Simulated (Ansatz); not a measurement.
Ansatz results at the PBE0-D4/def2-TZVP geometry: LUMO energy (PBE/def2-TZVPP) -2.08 eV; HOMO–LUMO gap (PBE/def2-TZVPP) 3.47 eV; LUMO energy (ωB97M-V/def2-TZVPP) 0.63 eV.

Which molecule gave them?
A. `B/C=C\[SiH](N)F`
B. `F[Si]1([SiH3])C[SiH2]1`
C. `NB[SiH2]N`
D. `F[SiH2][BH][SnH3]`

B. The others give `F[SiH2][BH][SnH3]`: -4.05, 2.66, -1.16; `B/C=C\[SiH](N)F`: -3.35, 3.27, -0.38; `NB[SiH2]N`: -1.48, 3.83, 1.25.
